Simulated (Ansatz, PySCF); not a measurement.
Gas-phase reaction R1 + 0.5 R2 → P1, each structure at its B3LYP-D3(BJ)/def2-TZVP stationary point, reached from a drawn start (curvature not checked).
R1, FeO2 (SMILES [O]=[Fe]=[O]) (charge 0, multiplicity 3):
```csv
atom,x (Å),y (Å),z (Å)
Fe,0.0021,0.0031,-0.3499
O,1.4892,-0.0054,0.1836
O,-1.4912,0.0023,0.1663
```
P1, FeO3 (SMILES [O]=[Fe](=[O])=[O]) (charge 0, multiplicity 1, Z-matrix in Å and degrees):
```
Fe
O 1 1.5569
O 1 1.5569 2 120.00
O 1 1.5569 2 120.00 3 180.00
```
R2, O2 (SMILES O=O) (charge 0, multiplicity 3):
```xyz
2

O      0.0000     0.0000     0.6022
O      0.0000     0.0000    -0.6022
```

| level | reaction energy (kJ/mol) | cost |
|---|---|---|
| HF/def2-SVP | 1030.9 | - |
| HF/def2-TZVPP | 961.9 | - |
| HF/def2-QZVPP | 961.2 | - |
| SVWN5/def2-TZVPP | -228.3 | ×1 |
| PBE/def2-TZVPP | -166.8 | ×1 |
| PBE-D3(BJ)/def2-TZVPP | -169.1 | ×1 |
| PBE-D4/def2-TZVPP | -169.7 | ×1 |
| BLYP/def2-TZVPP | -162.9 | ×1 |
| BLYP-D3(BJ)/def2-TZVPP | -168.1 | ×1 |
| revPBE/def2-TZVPP | -147.3 | ×1 |
| revPBE-D3(BJ)/def2-TZVPP | -152.9 | ×1 |
| r2SCAN/def2-TZVPP | -123.4 | ×1 |
| r2SCAN-D4/def2-TZVPP | -124.1 | ×1 |
| B97M-V/def2-TZVPP | -106.6 | ×3 |
| B3LYP/def2-TZVPP | -54.8 | ×0.9 |
| B3LYP-D3(BJ)/def2-TZVPP | -59.0 | ×0.9 |
| B3LYP-D4/def2-TZVPP | -59.4 | ×0.9 |
| PBE0/def2-TZVPP | -18.9 | ×1 |
| PBE0-D3(BJ)/def2-TZVPP | -20.8 | ×1 |
| PBE0-D4/def2-TZVPP | -21.2 | ×1 |
| BHLYP-D3(BJ)/def2-TZVPP | 201.6 | ×8 |
| BHLYP-D4/def2-TZVPP | 201.6 | ×8 |
| CAM-B3LYP/def2-TZVPP | -21.8 | ×3 |
| CAM-B3LYP-D3(BJ)/def2-TZVPP | -23.7 | ×3 |
| CAM-B3LYP-D4/def2-TZVPP | -24.2 | ×3 |
| B2PLYP/def2-TZVPP | -511.7 | ×10 |
| B2PLYP-D3(BJ)/def2-TZVPP | -513.7 | ×10 |
| B2PLYP-D4/def2-TZVPP | -513.6 | ×10 |
| MP2/def2-SVP | -810.4 | - |
| MP2/def2-TZVPP | -1051.2 | - |
| MP2/CBS(def2-TZVPP, def2-QZVPP) | -1069.8 | - |
| SCS-MP2/def2-SVP | -672.2 | - |
| SCS-MP2/def2-TZVPP | -904.3 | - |
| SCS-MP2/def2-QZVPP | -919.5 | - |
| CCSD/def2-SVP | 61.5 | - |
| CCSD/def2-TZVPP | 35.7 | - |
| CCSD/def2-QZVPP | 35.6 | - |
| CCSD(T)/def2-TZVPP | -169.3 | ×9 |
| CCSD(T)/def2-QZVPP | -172.5 | ×30* |
| CCSD(T)/CBS(def2-TZVPP, def2-QZVPP) | -174.3 | ×40* |

P less R. No zero-point or thermal terms; singlets are restricted closed shells; open shells are unrestricted; no spin–orbit coupling. The spin states of the d-block species are the ones drawn and need not be the lowest.

Cores are frozen in the correlated methods. CBS(a, b) extrapolates the correlation energy as X⁻³ and adds the Hartree–Fock energy of set b.

Doubts at one or more of the structures used: a spin-contaminated determinant (HF/def2-SVP, HF/def2-TZVPP, HF/def2-QZVPP, PBE0/def2-TZVPP, PBE0-D3(BJ)/def2-TZVPP, PBE0-D4/def2-TZVPP, BHLYP-D3(BJ)/def2-TZVPP, BHLYP-D4/def2-TZVPP, CAM-B3LYP/def2-TZVPP, CAM-B3LYP-D3(BJ)/def2-TZVPP, CAM-B3LYP-D4/def2-TZVPP, B2PLYP/def2-TZVPP, B2PLYP-D3(BJ)/def2-TZVPP, B2PLYP-D4/def2-TZVPP, MP2/def2-SVP, MP2/def2-TZVPP, MP2/CBS(def2-TZVPP, def2-QZVPP), SCS-MP2/def2-SVP, SCS-MP2/def2-TZVPP, SCS-MP2/def2-QZVPP, CCSD/def2-SVP, CCSD/def2-TZVPP, CCSD/def2-QZVPP, CCSD(T)/def2-TZVPP, CCSD(T)/def2-QZVPP, CCSD(T)/CBS(def2-TZVPP, def2-QZVPP)); T1 above 0.05 (CCSD/def2-SVP, CCSD/def2-TZVPP, CCSD/def2-QZVPP, CCSD(T)/def2-TZVPP, CCSD(T)/def2-QZVPP, CCSD(T)/CBS(def2-TZVPP, def2-QZVPP)); a doubt about the state reached (CCSD/def2-SVP, CCSD/def2-TZVPP, CCSD/def2-QZVPP, CCSD(T)/def2-TZVPP, CCSD(T)/def2-QZVPP, CCSD(T)/CBS(def2-TZVPP, def2-QZVPP)).

Programs: Ansatz (a program for electronic structure) with Gaussian orbitals; PySCF for the D3/D4 terms. No computed number here is a measurement.

Costs are rough ratios of core time to PBE/def2-TZVPP (about 30 s over the structures, on one shared machine); a dash marks a level with no comparable run of its own. A star marks coupled-cluster runs past 200 virtual orbitals, where the program's memory plan changes under this machine's limit, so their costs aren't comparable with smaller runs.
